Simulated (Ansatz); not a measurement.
Two isomers of CH4F2SSi: A = `F[SiH2]C(F)S`, B = `FC[SiH](F)S`.

Calculated with Ansatz (gas phase, PBE0-D4/def2-TZVP geometries, no zero-point term in ΔE). CCSD(T)/CBS adds triple-zeta CCSD(T) − MP2 to the extrapolated MP2 energy (def2 sets, frozen cores). Functionals use def2-TZVPP. B3LYP here is the variant with VWN-RPA as its local correlation; programs differ in this. One conformer a species, not always the lowest.

(1) Which isomer does CCSD(T)/CBS put lower? Give the gap. (An estimate is asked.)

(2) Give E(B) − E(A) in kcal/mol with CCSD/def2-TZVPP, PBE0-D4, B3LYP, B3LYP-D4, PBE-D4, ωB97M-V, B2PLYP. (Best estimate.)

Largest T1 diagnostic: 0.012.

Results:

(1) Computed: B, by 25.5 kcal/mol.

(2) Ansatz gave: CCSD/def2-TZVPP -25.7, PBE0-D4 -25.9, B3LYP -25.1, B3LYP-D4 -25.1, PBE-D4 -24.7, ωB97M-V -25.6, B2PLYP -25.4. None reverses the order clearly.

In def2-TZVPP, CCSD(T) changes the Hartree–Fock value by +1.3 kcal/mol (the triples alone add +0.4 kcal/mol) and MP2 by +0.7 kcal/mol. From PBE to PBE0 (25 % exact exchange), in def2-TZVPP and without D4, E(B) − E(A) moves by −1.2 kcal/mol.
